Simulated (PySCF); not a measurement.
How methods differ on the excitation energy of Sm

Sm [Xe] 4f6 6s2 (7F) → Sm [Xe] 4f5 5d1 6s2 (high-spin determinant), as a difference of total energies. All numbers are calculated (PySCF 2.14, scalar relativity by spin-free X2C-1e, in cc-pVDZ-X2C (8s7p5d3f1g, 84 functions)). Correlated levels: valence: [Kr] 4d10 frozen; valence and next inner shell: [Ar] 3d10 frozen. The calculations carry no spin-orbit coupling.

| method | excitation energy (eV) |
| --- | --- |
| UHF | 1.094 |
| MP2 (valence) | 2.471 |
| SCS-MP2 (valence) | 1.832 |
| MP2 (valence and next inner shell) | 2.613 |
| SCS-MP2 (valence and next inner shell) | 1.925 |

**Question.** How much does correlation contribute at MP2 (valence and next inner shell)?

**Answer.** 2.613 − (1.094) = 1.519 eV, measured against UHF.

A first-order spin-orbit estimate (lowest level to lowest level, LS coupling) adds -0.296 eV.

The determinant of the upper state mixes LS terms, which raises its energy above the lowest term, most at the Hartree-Fock and MP2 levels.
